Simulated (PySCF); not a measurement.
A calculated (MN15, PySCF 2.14, cc-pVTZ-DK, the spin-free X2C one-electron Hamiltonian (Gaussian nucleus)) atom or ion has these occupied shells.

```csv
shell,electrons,orbital energy (eV),"rms radius, mean of both spins (bohr)"
1s α,1,-11719.9,0.0524
1s β,1,-11719.9,0.0524
2s α,1,-1484.9,0.221
2s β,1,-1484.7,0.221
2p α,3,-1319.3,0.196
2p β,3,-1319.3,0.196
3s β,1,-198.42,0.651
3s α,1,-198.42,0.651
3p α,3,-147.01,0.673
3p β,3,-146.94,0.673
3d α,5,-55.782,0.758
3d β,5,-55.669,0.758
4s α,1,-26.263,2.03
4s β,1,-23.919,2.03
4p α,2,-15.911,2.45
```

Task: Name the element and its charge.

Result: As⁺ (arsenic, charge +1), in [Ar] 3d10 4s2 4p2, high-spin 3P determinant.
